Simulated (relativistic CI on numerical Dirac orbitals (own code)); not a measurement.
Electric-dipole transitions in Bi XIX

Calculated at this level of theory: Dirac-Coulomb-Breit CI, KLI orbitals optimised for each configuration, model QED, unscaled Slater integrals (own radial code, finite nucleus).

Configurations in the expansion (outside the closed core [Kr] 4d10): 4f14 5s2 5p3, 4f14 5s 5p4, 4f14 5s2 5p2 5d, 4f13 5s2 5p4, 4f14 5s 5p3 5d, 4f14 5s2 5p2 5f, 4f14 5s 5p3 5f, 4f14 5s2 5p2 5g, 4f14 5s2 5p2 6s, 4f14 5p4 5d, 4f14 5p5, 4f13 5p6, 4f14 5s2 5p 5d2, 4f14 5s2 5d3, 4f14 5s 5p 5d3, 4f14 5s2 5d2 5f, 4f14 5s 5p 5d2 5f, 4f14 5s2 5p 5f2, 4f14 5s2 5d 5f2, 4f14 5s 5p 5d 5f2, 4f14 5s2 5f3, 4f14 5s 5p 5f3. Double excitations out of closed p, d and f shells are left out; levels of such configurations are missing from the list, as are those of other unlisted configurations, and high levels can miss mixing partners. These lack a partner that the ground configuration has and come out too high: 4f14 5s2 5p2 5g, 4f14 5s2 5p2 6s.

```tsv
λ vac (nm)	Lower	Upper	A (s⁻¹)	gf	Branching (%)
10.786	4f14 5s2 5p2 5d 2D_3/2 [6]	4f14 5s2 5p 5d2 2D°_3/2 [114]	6.49e+11	4.53e+00	91.4
10.837	4f14 5s2 5p3 4S°_3/2 [2]	4f14 5s2 5p2 5d 2D_5/2 [57]	2.23e+11	2.36e+00	40.7
10.844	4f14 5s2 5p3 4S°_3/2 [2]	4f14 5s2 5p2 5d 2D_3/2 [56]	4.21e+11	2.97e+00	69.4
10.888	4f14 5s2 5p3 2P°_3/2 [1]	4f14 5s2 5p2 5d 2D_3/2 [32]	6.80e+11	4.83e+00	99.1
10.945	4f14 5s2 5p3 2D°_5/2 [3]	4f14 5s2 5p2 5d 2F_7/2 [59]	5.50e+11	7.90e+00	100.0
10.963	4f14 5s2 5p3 2P°_3/2 [1]	4f14 5s2 5p2 5d 4P_5/2 [31]	4.70e+11	5.08e+00	93.1
11.024	4f14 5s2 5p3 2P°_1/2 [4]	4f14 5s2 5p2 5d 2D_3/2 [64]	4.74e+11	3.46e+00	95.6
11.109	4f14 5s2 5p3 2D°_5/2 [3]	4f14 5s2 5p2 5d 2D_5/2 [57]	3.21e+11	3.56e+00	58.5
11.187	4f14 5s 5p4 4P_5/2 [7]	4f14 5s 5p3 5d 4P°_5/2 [104]	4.74e+11	5.34e+00	94.4
11.560	4f14 5s2 5p2 5d 2D_3/2 [6]	4f14 5s2 5p 5d2 4G°_5/2 [97]	4.65e+11	5.59e+00	92.7
12.260	4f14 5s2 5p2 5d 4F_5/2 [12]	4f14 5s2 5p2 5f 4G°_7/2 [152]	5.55e+11	1.00e+01	83.2
12.387	4f14 5s2 5p2 5d 2G_7/2 [19]	4f14 5s2 5p2 5f 2G°_9/2 [157]	3.11e+11	7.16e+00	56.6
13.313	4f14 5s2 5p3 4S°_3/2 [2]	4f14 5s2 5p2 5d 2D_5/2 [39]	2.43e+11	3.87e+00	54.2
13.343	4f14 5s2 5p3 2P°_3/2 [5]	4f14 5s2 5p2 5d 2D_5/2 [74]	5.17e+11	8.28e+00	96.1
13.680	4f14 5s2 5p3 2P°_3/2 [5]	4f14 5s2 5p2 5d 2D_3/2 [72]	3.47e+11	3.90e+00	88.9
13.724	4f14 5s2 5p3 2D°_5/2 [3]	4f14 5s2 5p2 5d 2D_5/2 [39]	1.80e+11	3.05e+00	40.2
13.792	4f14 5s2 5p2 5d 2D_5/2 [9]	4f14 5s2 5p2 5f 2F°_7/2 [89]	2.44e+11	5.58e+00	97.5
14.155	4f14 5s2 5p3 2D°_5/2 [3]	4f14 5s2 5p2 5d 2F_7/2 [37]	1.92e+11	4.60e+00	100.0
14.310	4f14 5s 5p4 4P_5/2 [7]	4f14 5s 5p3 5d 4D°_7/2 [81]	1.43e+11	3.52e+00	89.6
14.571	4f14 5s2 5p3 2P°_3/2 [1]	4f14 5s2 5p2 5d 2D_5/2 [9]	1.24e+11	2.37e+00	98.4
```

Terms are leading LS components. Brackets give the number of a level in order of energy, since labels repeat. The list gives strong lines, with weight on those to low levels, without lines whose two gauges differ by over a factor of 2.5, among the lowest 200 of 3526 levels, so that lines to higher ones, which can be the strongest, are missing. Levels whose partners in the same complex of configurations lie outside the list can be far off, and so can their lines. Rates are taken at the computed energies, electric ones in the length gauge.

At this charge energies of transitions that change n are usually good to better than 1 %, and those within a shell (Δn = 0) to a few per cent.

LS names give the leading component of a level, which can be under half, so a name can repeat, a term be missing and a line seem to break the LS rules.
